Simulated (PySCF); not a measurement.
FH5N2OSiW, SMILES [NH]=[W](=[NH])([F])[O][SiH3], multiplicity 1. Atoms are numbered in the order given.

```xyz
11

W     -0.0036    -0.4743     0.0000
N     -0.9596    -0.8008     1.4211
H     -1.7806    -1.0743     1.9504
N     -0.9596    -0.8008    -1.4211
H     -1.7806    -1.0743    -1.9504
F      1.4735    -1.6411     0.0000
O      0.4182     1.3637     0.0000
Si     0.0564     2.9935     0.0000
H     -0.7362     3.3275    -1.2192
H     -0.7362     3.3275     1.2192
H      1.3390     3.7515     0.0000
```
Charge 0, spin multiplicity 1.

Geometry optimised at PBE0-D3(BJ)/def2-SVP. The spin state was assumed, not searched. The def2 effective core potentials stand for the cores of W; spin–orbit coupling is left out. The values are those of a single conformer.

All values below come from r2SCAN/def2-TZVP (PySCF).

Gas-phase values at a fixed geometry.

```json
{
 "total_energy": "-644.37734 hartree",
 "point_group": "Cs",
 "highest_occupied_level": "-6.75 eV",
 "lowest_empty_level": "-1.87 eV",
 "orbital_gap": "4.87 eV",
 "dipole_moment": "2.34 D",
 "quadrupole, principal values (traceless, Buckingham form, about the centre of nuclear charge)": "-6.74, -0.69, 7.43 D·Å",
 "mean_static_polarisability": "82.3 bohr³ (12.20 Å³)",
 "polarisability_principal_values": "70.4, 84.6, 92.1 bohr³"
}
```
